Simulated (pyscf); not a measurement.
PySCF, gas phase, ωB97X-D3(BJ)/def2-SVP geometries.

Q: PBE/def2-TZVP puts the barrier of `[CH3][BiH2]` + `[CH3][ZnH]` -> `[BiH3]` + `[CH3][Zn][CH3]` (four-centre exchange; singlet surface; Bi–C, H–Zn broken, Bi–H, C–Zn formed) at 106.4 kJ/mol and the reaction energy at -16.9 kJ/mol, from the separated reactants. What do B3LYP-D3(BJ)/def2-TZVP, PBE0-D3(BJ)/def2-TZVP, ωB97M-D3(BJ)/def2-TZVP give on the same structures?

A: B3LYP-D3(BJ): ΔE‡ = 116.3 kJ/mol, ΔE = -11.9 kJ/mol; PBE0-D3(BJ): ΔE‡ = 105.1 kJ/mol, ΔE = -15.3 kJ/mol; ωB97M-D3(BJ): ΔE‡ = 123.2 kJ/mol, ΔE = -15.5 kJ/mol. PBE's barrier lies among them. Its reaction energy lies under all of them, by 1.4 to 5.0 kJ/mol. On the reactant side the descent ends in an adduct with a Bi–Zn contact, 27.4 kJ/mol under the separated species and 124.0 kJ/mol under the saddle at ωB97X-D3(BJ)/def2-TZVP. On the product side the descent ends in a complex (not fully relaxed), 21.4 kJ/mol under the separated species and 127.4 kJ/mol under the saddle at ωB97X-D3(BJ)/def2-TZVP. At ωB97X-D3(BJ)/def2-TZVP the barrier from the zero used here is 96.6 kJ/mol. One saddle was located; it need not be the lowest between these sides. Elements up to Kr have no core potential and no relativistic terms here. Elements past Kr carry the def2 core potentials, without spin-orbit coupling.
